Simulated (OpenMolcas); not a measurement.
# Lines of Ni³⁺: computed and rescaled rates

```
Program             : OpenMolcas 26.06
Method              : MS-CASPT2, IPEA 0.25 Eh, imaginary shift 0.1 Eh (closed shells correlated: 3s 3p)
Basis               : ANO-RCC-VTZP [6s5p3d2f1g]
Scalar Hamiltonian  : DKH2, point nucleus
Active space        : 7 electrons in 5 orbitals (3d)
State averaging     : 2S+1 = 4 even, 10 roots; 2S+1 = 2 even, 40 roots kept (CI in the orbitals of an earlier block)
Spin-orbit coupling : state interaction with AMFI integrals over the reference wave functions, term energies averaged over their components
```

Rates come from the transition moments of the reference wave functions (E1 and E2 in the length form). At fixed line strength A goes as λ^-3 for E1 and M1 and as λ^-5 for E2, so a rate at the computed wavelength can be rescaled to the measured one. Measured vacuum wavelengths follow from level energies in Corliss and Sugar, J. Phys. Chem. Ref. Data 10, 197 (1981). Branching counts decays inside the model space alone, at computed energies, and the table is only a selection of the E2 and M1 lines, drawn from those between levels with measured partners whose computed energy lies within a factor of 1.5 of the measured one.

| Upper | Lower | Type | λ computed (nm) | λ measured (nm) | A computed (s-1) | A rescaled (s-1) | Branching % |
| --- | --- | --- | --- | --- | --- | --- | --- |
| 3d7 4F 3/2 | 3d7 4F 5/2 | M1 | 17630 | 17280 | 1.18e-02 | 1.25e-02 | 100.0 |
| 3d7 4F 5/2 | 3d7 4F 7/2 | M1 | 11990 | 11730 | 3.36e-02 | 3.59e-02 | 100.0 |
| 3d7 4F 7/2 | 3d7 4F 9/2 | M1 | 8693 | 8405 | 5.15e-02 | 5.70e-02 | 100.0 |
| 3d7 2P 3/2 | 3d7 4P 5/2 | M1 | 1874 | 1808 | 3.02e-01 |  | 38.1 |
| 3d7 2P 1/2 | 3d7 4P 1/2 | M1 | 1847 | 1757 | 3.71e-01 |  | 93.4 |
| 3d7 2H 9/2 | 3d7 2G 7/2 | M1 | 1371 | 1486 | 9.68e-02 |  | 21.2 |
| 3d7 2H 11/2 | 3d7 2G 9/2 | M1 | 1350 | 1466 | 1.04e-01 |  | 98.1 |
| 3d7 2H 9/2 | 3d7 2G 9/2 | M1 | 1192 | 1274 | 3.29e-01 |  | 72.2 |
| 3d7 4P 3/2 | 3d7 4F 5/2 | E2 | 598.1 | 612.6 | 2.25e-02 | 2.00e-02 | 31.9 |
| 3d7 4P 1/2 | 3d7 4F 3/2 | E2 | 596 | 612.1 | 3.89e-02 | 3.40e-02 | 49.0 |
| 3d7 4P 1/2 | 3d7 4F 5/2 | E2 | 576.5 | 591.2 | 2.99e-02 | 2.64e-02 | 37.7 |
| 3d7 4P 3/2 | 3d7 4F 7/2 | E2 | 569.6 | 582.2 | 3.95e-02 | 3.54e-02 | 55.9 |
| 3d7 4P 5/2 | 3d7 4F 9/2 | E2 | 541.8 | 551.9 | 7.58e-02 | 6.91e-02 | 72.6 |
| 3d7 2G 9/2 | 3d7 4F 7/2 | M1 | 529.8 | 536.5 | 2.72e-01 |  | 23.4 |
| 3d7 2G 7/2 | 3d7 4F 5/2 | M1 | 522.6 | 529 | 2.49e-01 |  | 38.8 |
| 3d7 2G 7/2 | 3d7 4F 7/2 | M1 | 500.8 | 506.1 | 3.40e-01 |  | 53.0 |
| 3d7 2G 9/2 | 3d7 4F 9/2 | M1 | 499.4 | 504.3 | 8.90e-01 |  | 76.6 |
| 3d7 2F 7/2 | 3d7 2G 7/2 | M1 | 424.7 | 436.5 | 3.32e-01 |  | 26.3 |
| 3d7 2D 5/2(1) | 3d7 4F 7/2 | M1 | 378.7 | 386 | 1.72e+00 |  | 78.2 |
| 3d7 2D 3/2(1) | 3d7 4F 3/2 | M1 | 375.5 | 382.3 | 8.62e-01 |  | 27.8 |
| 3d7 2D 3/2(1) | 3d7 4F 5/2 | M1 | 367.7 | 374 | 1.66e+00 |  | 53.6 |
| 3d7 2F 5/2 | 3d7 4F 3/2 | M1 | 240.3 | 245 | 2.78e-01 |  | 32.0 |
| 3d7 2F 7/2 | 3d7 4F 9/2 | M1 | 223.9 | 228 | 2.76e-01 |  | 21.9 |
| 3d7 2D 3/2(2) | 3d7 2G 7/2 | E2 | 207.3 | 215.5 | 1.05e+01 | 8.65e+00 | 58.1 |
| 3d7 2D 5/2(2) | 3d7 2G 9/2 | E2 | 200.4 | 207.6 | 1.04e+01 | 8.72e+00 | 49.8 |

Spin-changing lines and M1 lines between different terms are not rescaled, since their strength hangs on the term gaps too.

The largest correction is for 3d7 2D 3/2(2) → 3d7 2G 7/2 (E2): 1.05e+01 × (207.3 / 215.5)^5 = 8.65e+00 s-1, a factor of 0.82.

The computed rate and branching of 3d7 4F 7/2 → 3d7 4F 9/2 give the upper level a radiative lifetime of 1.000 / 5.15e-02 s-1 = 1.94e+01 s, counting decays inside the model space alone. The rescaled rate gives about 1.8e+01 s.

These are rates of the free ion; in crystals, glasses and complexes forced electric-dipole and non-radiative decay shorten such lifetimes by orders of magnitude. No measured rate stands beside these. Rescaling mends the energy factor alone: line strengths can still be far off where a level mixes with configurations outside the active space, and weak or spin-changing lines hang on small mixing coefficients that depend on the term gaps too, so rescaling need not improve them.

CASPT2 does not keep the components of a term degenerate, so their means are used; among the terms shown or strongly mixed into the levels shown the widest spread is 990 cm-1 (3d7 4F). Terms from blocks run as CI alone lack orbitals of their own. The CASPT2 spread within a term exceeds the gap to the next term for 3d7 2H and 3d7 2D(1), so the order of their levels is uncertain. Measured partners are found by configuration, term and J. A level has none where our copy of the source lacks it or the pairing is in doubt (some pairs that miss far off the trend of their configuration count as doubtful). Only configurations of the active space appear.

A number in round brackets counts repeated terms of one configuration in the order of the reference energies.
